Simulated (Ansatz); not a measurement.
Ansatz (a quantum-chemistry and plane-wave program) input (CCSD(T)/6-31G):

Ansatz 0.2 input:
```yaml
crystal:
  periodic: [false, false, false]
  atoms:
    - {symbol: B, position_ang: [0.11749545, -0.46175367, 0.26710901]}
    - {symbol: C, position_ang: [1.35412578, 0.08104508, -0.45513194]}
    - {symbol: C, position_ang: [-1.27444551, 0.24937816, 0.21536301]}
    - {symbol: H, position_ang: [0.22621244, -1.47456149, 0.89723098]}
    - {symbol: H, position_ang: [2.32449747, -0.40484056, -0.42551306]}
    - {symbol: H, position_ang: [1.33662003, 0.99323618, -1.04653396]}
    - {symbol: H, position_ang: [-1.30392167, 1.16671283, -0.37584828]}
    - {symbol: H, position_ang: [-1.61527894, 0.48359167, 1.23134560]}
    - {symbol: H, position_ang: [-2.03368822, -0.43790971, -0.17761272]}
basis:
  gaussian:
    orbitals: 6-31G
magnetization: {spin_polarized: true, initial_magnetization: 1}
correlation: {method: ccsd_t, electrons: outside_noble_gas}
```

End of the output:

```
integrals: 0.02 GiB planned
572 factors; integrals over basis functions are off by at most 2.6e-4 eV
0.12 GiB of device memory are held for the factors and their scratch space
mean field: 0.09 GiB planned
mean field evaluation 1: about -2824.0276 eV, gradient 1.5e1 eV
mean field evaluation 2: about -2824.0239 eV, gradient 1.5e1 eV
mean field evaluation 4: about -2825.5439 eV, gradient 1.6e0 eV
mean field evaluation 8: about -2825.5742 eV, gradient 2.4e-4 eV
mean field evaluation 16: about -2825.5781 eV, gradient 2.4e-1 eV
mean field evaluation 32: about -2820.4940 eV, gradient 2.9e0 eV
mean field -2825.57390691 eV, -103.8379258363 hartree, gradient 7.3e-6 eV, S^2 0.757033; 1 other end points of the search recorded, 0 dependent functions left out
3 core orbitals not correlated
reference -2825.57390691 eV, -103.8379258363 hartree; 9, 8 occupied and 27, 28 virtual orbitals, 572 factors
second order -5.71692204 eV of doubles, -0.00000000 eV of singles
coupled cluster: 0.20 GiB planned
cycle   1  -6.45655734 eV  change   -7.4e-1 eV  update   6.3e-2
cycle   2  -6.76055830 eV  change   -3.0e-1 eV  update   2.4e-2
cycle   3  -6.79178841 eV  change   -3.1e-2 eV  update   7.7e-3
cycle   4  -6.79134371 eV  change    4.4e-4 eV  update   3.0e-3
cycle   5  -6.79087321 eV  change    4.7e-4 eV  update   1.1e-3
cycle   6  -6.79083429 eV  change    3.9e-5 eV  update   2.8e-4
cycle   7  -6.79078558 eV  change    4.9e-5 eV  update   8.5e-5
cycle   8  -6.79078600 eV  change   -4.3e-7 eV  update   2.5e-5
cycle   9  -6.79078615 eV  change   -1.5e-7 eV  update   9.9e-6
perturbative correction -0.13571879 eV, -0.0049875735 hartree
Total energy: -2832.50041186 eV, -104.0924701980 hartree
```

It need not be the lowest isomer of its formula.
